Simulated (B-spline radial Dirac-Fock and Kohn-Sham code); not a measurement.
**Core-level shifts of molybdenum with charge state**

The computed values come from a radial finite-basis atomic code: ΔSCF Dirac-Fock with Breit, self-energy and vacuum polarisation, finite nucleus, configuration average. Each ion is free and in its tabulated ground configuration. Correlation energy is missing from these numbers.

Reference: Mo⁶⁺, [Ar] 3d10 4s2 4p6, with K (1s) 20100.2 eV, L1 (2s) 2974.2 eV, M1 (3s) 607.8 eV, M4 (3d3/2) 329.9 eV, M5 (3d5/2) 326.7 eV. Shifts from it, in eV (a dash: the subshell is empty, belongs to an open shell averaged over j, or its hole state is left out as unreliable):

```tsv
ion	configuration	K (1s)	L1 (2s)	M1 (3s)	M4 (3d3/2)	M5 (3d5/2)
Mo⁷⁺	[Ar] 3d10 4s2 4p5	+25.6	+24.7	+23.6	+23.6	+23.6
Mo⁸⁺	[Ar] 3d10 4s2 4p4	+52.4	+50.5	+48.0	+48.2	+48.2
Mo⁹⁺	[Ar] 3d10 4s2 4p3	+80.3	+77.3	+73.3	+73.6	+73.6
Mo¹⁰⁺	[Ar] 3d10 4s2 4p2	+109.4	+105.1	+99.5	+99.9	+99.9
Mo¹¹⁺	[Ar] 3d10 4s2 4p1	+139.6	+133.8	+126.5	+127.0	+127.0
Mo¹²⁺	[Ar] 3d10 4s2	+170.9	+163.6	+154.2	+155.0	+154.9
Mo¹³⁺	[Ar] 3d10 4s1	+203.5	+194.4	–	+184.6	+184.5
Mo¹⁴⁺	[Ar] 3d10	+237.7	+226.6	+212.4	+215.0	+214.9
Mo¹⁵⁺	[Ar] 3d9	+301.3	+290.1	+262.8	–	–
```
